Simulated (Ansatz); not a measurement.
Computed with Ansatz on PBE0-D4/def2-TZVP structures; ΔE is electronic, products minus reactants. CBS: MP2 limit from def2 TZ/QZ plus the TZ coupled-cluster correction, frozen cores. For Se outer-core shells are correlated without core-valence functions, which leaves a few kJ/mol of doubt a bond. Scalar relativity is left out up to krypton. One conformer a species, not always the lowest.

`C=C(F)/C=C/F` + H₂Se → `C=C(F)[SeH]` + `C=CF`  (substitution at a C–C bond)

`C=C(F)/C=C/F`:

```xyz
10

C    -1.186    0.301    1.430
C    -0.636    0.267    0.223
F    -1.302    0.796   -0.819
C     0.648   -0.293   -0.125
C     1.124   -0.284   -1.363
F     2.313   -0.809   -1.650
H    -0.658   -0.121    2.273
H    -2.159    0.746    1.585
H     1.234   -0.734    0.673
H     0.622    0.130   -2.228
```

H₂Se:

```xyz
3

Se   -0.015    0.574   -0.372
H     1.055   -0.283    0.150
H    -1.040   -0.291    0.222
```

`C=C(F)[SeH]`:

Z-matrix (Å, degrees):
```
C
C 1 1.321
H 1 1.083 2 120.3
H 1 1.080 2 120.2 3 -180.0
F 2 1.336 1 121.1 3 -3.0
Se 2 1.898 1 124.7 3 172.4
H 6 1.470 2 94.0 1 136.9
```

`C=CF`:

```xyz
6

C    -0.012   -0.534    0.454
C     0.031    0.511   -0.345
F    -0.276    0.431   -1.643
H    -0.301   -1.512    0.093
H     0.247   -0.413    1.497
H     0.311    1.518   -0.056
```

```
          level  ΔE (kJ/mol)
 MP2/def2-TZVPP         37.6
CCSD/def2-TZVPP         40.3
```

(1) What does CCSD(T)/CBS give? (Best estimate.)

Largest T1 diagnostic among the species: 0.012.

## Answers

(1) Ansatz gave: +38.9 kJ/mol. The listed levels differ from it by -1.3, 1.4 kJ/mol.

In def2-TZVPP, CCSD(T) changes the Hartree–Fock value by −7.9 kJ/mol (the triples alone add −0.8 kJ/mol) and MP2 by −9.9 kJ/mol. From BLYP to BHLYP (50 % exact exchange), in def2-TZVPP and without D4, ΔE moves by +7.8 kJ/mol. Leaving LDA and LC-ωPBE aside and taking each functional with its dispersion term where it has one, the values, not all of them listed here, spread over 10.1 kJ/mol, from BLYP-D4 to B97M-V. LDA lies +10.7 kJ/mol from PBE without D4.
